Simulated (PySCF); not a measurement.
All numbers come from PySCF, PBE0, basis As def2-TZVP, O def2-TZVP, F def2-TZVP (no relativity, density fitting). Open shells, if any, are unrestricted.

Problem. What shape and geometry does isolated singlet AsOF take (every ligand bound to As)?

Solution. Counting electrons, arsenic keeps 2 of its valence electrons outside its bonds, so the VSEPR class is AX2E1 and the expected shape is bent; with unlike ligands the computed point group is Cs. The lowest minimum found is a singlet of Cs symmetry with As–F 1.744 Å, As–O 1.597 Å; F–As–O 105.7°. Its harmonic wavenumbers are 315 (a'), 670 (a'), 1068 (a') cm⁻¹ and its dipole moment is 2.92 D.

Other isomers or separated fragments may lie lower.
